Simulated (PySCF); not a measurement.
# Static response to an electric field

Species: C7H11F.
Numbering: `[CH2:1]=[C:2]1[CH2:3][CH2:4][CH:5]([F:6])[CH2:7][CH2:8]1` (hydrogens: H9, H10 on C1; H11, H12 on C3; H13, H14 on C4; H15 on C5; H16, H17 on C7; H18, H19 on C8)

Geometry (GFN2-xTB, Å), atoms numbered from 1 in this order:
```xyz
19
C7H11F angstrom
C      2.1597   -0.6355    0.9282
C      1.1515   -0.3074    0.1389
C      0.1999   -1.3170   -0.4370
C     -1.2357   -0.9793   -0.0288
C     -1.5718    0.4442   -0.4549
F     -2.8663    0.7456   -0.0618
C     -0.6097    1.4443    0.1734
C      0.8265    1.1105   -0.2351
H      2.8284    0.1037    1.3360
H      2.3652   -1.6596    1.1905
H      0.2736   -1.2993   -1.5288
H      0.4556   -2.3208   -0.0960
H     -1.3401   -1.0534    1.0560
H     -1.9398   -1.6772   -0.4857
H     -1.5679    0.5347   -1.5502
H     -0.8730    2.4561   -0.1402
H     -0.7094    1.3885    1.2594
H      0.9249    1.2298   -1.3183
H      1.5185    1.8014    0.2469
```

Level: PBE0/def2-SVPD (PySCF), static field, nuclei fixed, core orbitals frozen in the response. The polarisability tensor in these axes (au):

```
x   92.02 -4.21  9.96
y   -4.21 80.23 -2.03
z    9.96 -2.03 72.25
```

Q: Give the principal values, the mean and the anisotropy Δα = √{½[(α1 − α2)² + (α2 − α3)² + (α1 − α3)²]}.

A: Principal values 68.10, 78.98 and 97.43 au; mean 81.50 au = 12.08 Å³ = 13.44 × 10⁻⁴⁰ C²·m²/J; Δα = 25.68 au (32 % of the mean).

Q: What is the dipole moment, and where does it point?

A: (1.60, -0.36, -0.60) D, 1.75 D in size, pointing from the negative to the positive side. Measured along this direction, the outermost atoms are F6 at the negative end and H9 and H10 at the positive end.

Q: Rayleigh depolarisation ratio (linearly polarised light, static tensor)?

A: ρ = 3Δα²/(45ᾱ² + 4Δα²) = 1979.2/(298917 + 2638.9) = 0.00656.

Q: Traceless (Buckingham) quadrupole moment about the centre of nuclear charge: eigenvalues?

A: -10.65, 4.05, 6.60 D·Å. The values depend on the origin, since the dipole doesn't vanish. The electronic extent ⟨r²⟩ about the same centre is 1020 bohr², a root-mean-square distance of 2.15 Å for the 62 electrons.

Q: Form Σ f/ω² (atomic units) for the 6 lowest TDDFT singlets, given as eV and f, and set it beside the mean polarisability, which is this sum over all singlets: 6.85, 0.1406; 7.10, 0.2123; 7.42, 0.0005; 7.70, 0.0125; 7.86, 0.1062; 7.98, 0.0349.

A: They add up to 7.18 au, 8.8 % of the 81.50 au; the largest single term is 3.12 au, from the state at 7.10 eV. Terms in order: 2.22, 3.12, 0.01, 0.16, 1.27, 0.41 au. Higher excitations give the rest. The strengths listed sum to 0.507.

Q: Directions of the eigenvectors, and the extent of the frame along each?

A: Largest value along (0.89, -0.26, 0.37), where the nuclei span 5.76 Å; middle along (0.25, 0.96, 0.08), 4.28 Å; least along (-0.38, 0.02, 0.92), 3.01 Å. The response follows the extents in order.

Q: Find the Langevin capture rate constant for H3+ (3.023 u) meeting this molecule (114.084 u), k = 2.342 × 10⁻⁹ cm³/s × √(α in Å³ / reduced mass in u).

A: The reduced mass is 2.95 u, so k = 4.74 × 10⁻⁹ cm³/s. The formula leaves out the permanent dipole, which adds to the capture rate.

The structure is a single GFN2-xTB conformer in the gas phase; no vibrational or solvent corrections.
